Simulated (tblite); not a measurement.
Species: C₄H₁₃NSSi₂.
SMILES with atom numbers: `[CH3:1][S:2][Si@@H:3]([SiH3:4])[NH:5][CH:6]1[CH2:7][CH2:8]1` (hydrogens: H9, H10, H11 on C1; H12 on Si3; H13, H14, H15 on Si4; H16 on N5; H17 on C6; H18, H19 on C7; H20, H21 on C8)

Computed with GFN2-xTB (tblite), gas phase: L-BFGS steps from a force-field or distance-geometry start until the largest atomic force falls under 0.01 eV/Å.

Step 43: E = -675.5820 eV
```
atom  x, y, z in Å  |  force x, y, z in eV/Å
C1      3.6544    0.4262    0.8472   -0.065   0.007   0.023
S2      2.0435    0.9626    1.4872    0.026   0.004  -0.032
Si3     0.8688    0.2697   -0.1897   -0.036   0.006   0.006
Si4     0.7881   -2.0581   -0.2442    0.026   0.057  -0.042
N5     -0.6143    1.0883    0.0761   -0.121   0.056   0.114
C6     -1.7515    0.9250   -0.7637   -0.029  -0.024  -0.012
C7     -3.1278    1.0051   -0.1844    0.036   0.028  -0.044
C8     -2.6127   -0.3111   -0.6922    0.032   0.042   0.012
H9      3.8148    0.8721   -0.1306    0.051  -0.019   0.045
H10     4.4091    0.7713    1.5472   -0.012  -0.044  -0.039
H11     3.6643   -0.6585    0.7769    0.070   0.040   0.011
H12     1.4888    0.9138   -1.3633   -0.009  -0.029  -0.009
H13     0.2875   -2.6176    1.0157   -0.037  -0.031   0.016
H14    -0.1036   -2.5050   -1.3194    0.016  -0.015   0.018
H15     2.0925   -2.7024   -0.4648   -0.036   0.051  -0.016
H16    -0.8396    1.4259    1.0039    0.057  -0.088  -0.161
H17    -1.5866    1.3351   -1.7591   -0.027  -0.030   0.129
H18    -3.9055    1.5149   -0.7343    0.044  -0.028  -0.003
H19    -3.2039    1.1298    0.8877   -0.005  -0.009  -0.062
H20    -2.3605   -1.0671    0.0364    0.018   0.021  -0.020
H21    -3.0148   -0.7029   -1.6152    0.000   0.004   0.064
```

Step 44: E = -675.5833 eV
```
atom  x, y, z in Å  |  force x, y, z in eV/Å
C1      3.6563    0.4313    0.8478   -0.045   0.009   0.016
S2      2.0443    0.9625    1.4851   -0.010   0.009  -0.033
Si3     0.8676    0.2636   -0.1896   -0.041  -0.003   0.023
Si4     0.7902   -2.0638   -0.2419    0.014   0.053  -0.029
N5     -0.6181    1.0749    0.0806    0.008  -0.014  -0.082
C6     -1.7535    0.9239   -0.7613   -0.023  -0.015   0.008
C7     -3.1293    1.0090   -0.1829    0.018   0.036  -0.032
C8     -2.6199   -0.3067   -0.6954    0.012   0.002   0.008
H9      3.8186    0.8775   -0.1293    0.047  -0.013   0.033
H10     4.4086    0.7783    1.5490   -0.002  -0.039  -0.030
H11     3.6710   -0.6527    0.7772    0.065   0.017   0.009
H12     1.4882    0.9016   -1.3655   -0.005  -0.017  -0.016
H13     0.2902   -2.6299    1.0161   -0.024  -0.022   0.006
H14    -0.0973   -2.5187   -1.3168    0.009  -0.010   0.011
H15     2.0985   -2.6970   -0.4665   -0.024   0.038  -0.010
H16    -0.8322    1.4299    0.9975   -0.013   0.001   0.068
H17    -1.5863    1.3370   -1.7535   -0.023  -0.009   0.083
H18    -3.9015    1.5258   -0.7325    0.017  -0.018  -0.021
H19    -3.2101    1.1293    0.8889    0.011  -0.007  -0.047
H20    -2.3713   -1.0661    0.0301    0.019   0.008  -0.009
H21    -3.0230   -0.6927   -1.6197   -0.009  -0.008   0.044
```

Question: Estimate the geometry and energy of step 45. (The exact step hangs on the optimiser's Hessian estimate; all steps are aligned on step 44, rigid shifts and turns removed.)

Answer: E = -675.5844 eV, largest force 0.065 eV/Å
```
atom  x, y, z in Å  |  force x, y, z in eV/Å
C1      3.6567    0.4270    0.8485   -0.032   0.006   0.010
S2      2.0477    0.9633    1.4865   -0.034   0.015  -0.035
Si3     0.8684    0.2706   -0.1896   -0.037  -0.006   0.020
Si4     0.7860   -2.0566   -0.2432    0.005   0.043  -0.017
N5     -0.6156    1.0880    0.0748   -0.008  -0.014  -0.055
C6     -1.7531    0.9246   -0.7625   -0.005  -0.012   0.017
C7     -3.1287    1.0062   -0.1843    0.008   0.021  -0.028
C8     -2.6131   -0.3096   -0.6912    0.002   0.003   0.008
H9      3.8210    0.8717   -0.1286    0.044  -0.005   0.025
H10     4.4105    0.7714    1.5489    0.004  -0.036  -0.022
H11     3.6682   -0.6568    0.7777    0.064   0.004   0.011
H12     1.4888    0.9092   -1.3649   -0.003  -0.016  -0.018
H13     0.2825   -2.6231    1.0145   -0.015  -0.014  -0.007
H14    -0.1024   -2.5107   -1.3175    0.008  -0.007   0.008
H15     2.0927   -2.6921   -0.4689   -0.019   0.035  -0.008
H16    -0.8364    1.4223    0.9983   -0.009   0.001   0.063
H17    -1.5898    1.3323   -1.7565   -0.013   0.007   0.060
H18    -3.9038    1.5170   -0.7346    0.012  -0.014  -0.034
H19    -3.2130    1.1283    0.8868    0.024  -0.002  -0.036
H20    -2.3624   -1.0650    0.0373    0.023   0.002   0.000
H21    -3.0132   -0.7011   -1.6141   -0.015  -0.012   0.038
```

The energy changes by -0.0012 eV. The first-order estimate −F·Δx gives -0.0014 eV and the mean of the old and new forces, exact on a quadratic surface, -0.0012 eV. The step makes an angle of 81° with the force vector and moves no atom by more than 0.015 Å.

What follows is the cost of the whole relaxation. On Arm Neoverse N1, one thread, on a shared host, this took 2.9 s wall.
